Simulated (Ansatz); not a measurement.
Total energies of Cu2O (the lowest singlet isomer of a short search) from Ansatz at PBE0-D4/def2-TZVP, gas phase (1 Eh = 27.2114 eV = 2625.5 kJ/mol). The reference geometry is relaxed at r2SCAN-D4/def2-TZVP.

```xyz
3

Cu    0.879   -0.882    0.359
Cu   -0.588    0.494   -1.044
O    -0.292    0.388    0.686
```

| state | geometry | energy (Eh) |
| --- | --- | --- |
| charge 0 singlet | reference | -3355.69781 |
| charge 1 doublet | reference | -3355.41257 |
| charge 1 doublet | relaxed at r2SCAN-D4/def2-TZVP | -3355.42649 |
| charge 0 triplet | relaxed at r2SCAN-D4/def2-TZVP | -3355.65627 |
| charge 0 quintet | relaxed at r2SCAN-D4/def2-TZVP | -3355.57166 |
| free Cu atom (doublet) | – | -1640.24417 |
| free O atom (triplet) | – | -75.01860 |

(1) Work out the vertical ionisation energy to the doublet.

(2) How much does the charge 1 doublet relax, and what is the adiabatic ionisation energy?

(3) Which of the charge 0 states is lowest, and how far above it are the others?

(4) What is the binding energy per atom against free atoms?

(1) E(charge 1 doublet) − E(charge 0 singlet) = -3355.41257 − (-3355.69781) = 0.28524 Eh = 7.76 eV. For comparison, −ε of the highest occupied level is 5.95 eV at this level, 1.81 eV less.

(2) Relaxation: -3355.41257 − (-3355.42649) = 0.01392 Eh = 0.38 eV. Adiabatic ionisation energy: 0.27132 Eh = 7.38 eV, without zero-point energy. 

(3) The singlet. triplet: -3355.65627 − (-3355.69781) = 0.04154 Eh = 109.1 kJ/mol; quintet: -3355.57166 − (-3355.69781) = 0.12615 Eh = 331.2 kJ/mol.

(4) Atoms: 2 × (-1640.24417) + 1 × (-75.01860) = -3355.50694 Eh. Binding: -3355.50694 − (-3355.69781) = 0.19087 Eh = 5.19 eV, or 1.73 eV for each of 3 atoms (no zero-point energy, no counterpoise term).

The structure comes from a short search, and lower isomers may exist.
